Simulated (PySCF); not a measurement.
# [Hf(CH3)2]2+: from a saddle point downhill

PySCF 2.14.0, RKS PBE0, Hf def2-SVP with ECP60, C def2-SVP, H def2-SVP; non-relativistic Hamiltonian with scalar-relativistic core potentials where named; density fitting; no spin-orbit coupling. Relaxed within the symmetry of its start, the geometry (C2v) is

```xyz
9

Hf    0.0000    0.0000   -0.2016
C     1.5583    0.0000    1.1567
H     2.5118    0.0000    0.5764
H     1.5489    0.8919    1.8243
H     1.5489   -0.8919    1.8243
C    -1.5583    0.0000    1.1567
H    -2.5118    0.0000    0.5764
H    -1.5489   -0.8919    1.8243
H    -1.5489    0.8919    1.8243
```

and its lowest harmonic modes are -53, 86, 194, 278, 336, 451 cm⁻¹ (negative: unstable). It was moved along the lowest mode and relaxed again, within the group C2 that the move left.

Problem. Where does it end, and how much lower?

Solution. In C2, 0.001 eV lower, after 4 steps:
```xyz
9

Hf    0.0000    0.0000   -0.1972
C     1.5600    0.0149    1.1581
H     2.5005   -0.1992    0.5966
H     1.6673    1.0133    1.6449
H     1.4508   -0.7269    1.9799
C    -1.5600   -0.0149    1.1581
H    -2.5005    0.1992    0.5966
H    -1.6673   -1.0133    1.6449
H    -1.4508    0.7269    1.9799
```

Problem. How do the contacts change?

Solution. 
```csv
contact,saddle (Å),end (Å)
Hf1–C2 (CH3),2.067,2.067
Hf1–C6 (CH3),2.067,2.067
```


Problem. Is the end a minimum?

Solution. Yes; lowest modes 56, 67, 195, 282, 330, 455 cm⁻¹.

State: singlet.
